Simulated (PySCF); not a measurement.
BH₅N, SMILES B[NH3+], charge +1.

The structure is a stationary point at ωB97X-D3(BJ)/def2-TZVP. The isomer is the one that the SMILES or the coordinates give; other isomers of the formula were not compared.

Method: PBE/def2-TZVPD run with PySCF.

Gas-phase values at a fixed geometry.

* **total energy**: -82.24295 hartree
* **point group**: Cs
* **highest occupied level**: -14.72 eV
* **lowest empty level**: -9.02 eV
* **orbital gap**: 5.70 eV
* **dipole moment about the centre of nuclear charge**: 2.19 D
* **mean static polarisability**: 20.7 bohr³ (3.07 Å³)
* **polarisability, principal values**: 18.0, 20.7, 23.3 bohr³
